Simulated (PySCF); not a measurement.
## Polarisability and C₆ of Ti (titanium, neutral)

[Ar] 3d2 4s2, high-spin 3F determinant. All numbers are calculated (PySCF 2.14, no relativity, point nucleus, in aug-cc-pVTZ with one added diffuse shell each of s, p, d, f, g type (9s8p6d4f3g, 118 functions)). Coupled (time-dependent) response in atomic units; α is the mean over directions.

| method | mean α (bohr³) | C₆ (like pair) | S(−4) |
| --- | --- | --- | --- |
| BP86 | 102.9 | 1182 | 5567 |

S(−4) is the Cauchy moment in α(ω) = α(0) + S(−4) ω² + …

Reference α: 87 ± 10 bohr³ (recommended; Schwerdtfeger and Nagle, table of static dipole polarizabilities (2023 update)). Published C₆: 1044 (Chu and Dalgarno (2004); Tang, Norbeck and Certain (1976)).

α(iu) at BP86:

```json
{"u (hartree)": "0", "α(iu) (bohr³)": "102.9"}
{"u (hartree)": "0.0500", "α(iu) (bohr³)": "90.98"}
{"u (hartree)": "0.100", "α(iu) (bohr³)": "68.73"}
{"u (hartree)": "0.200", "α(iu) (bohr³)": "36.65"}
{"u (hartree)": "0.300", "α(iu) (bohr³)": "21.86"}
{"u (hartree)": "0.500", "α(iu) (bohr³)": "10.71"}
{"u (hartree)": "0.750", "α(iu) (bohr³)": "6.109"}
{"u (hartree)": "1.00", "α(iu) (bohr³)": "4.141"}
{"u (hartree)": "1.50", "α(iu) (bohr³)": "2.386"}
{"u (hartree)": "2.00", "α(iu) (bohr³)": "1.583"}
{"u (hartree)": "3.00", "α(iu) (bohr³)": "0.8501"}
{"u (hartree)": "5.00", "α(iu) (bohr³)": "0.3617"}
```

A single London oscillator, α(iu) = α/(1 + u²/ω²), gives C₆ = (3/4) ω α². Matching the computed C₆ needs ω = 4 × 1182 / (3 × 102.9²) = 0.149 hartree.
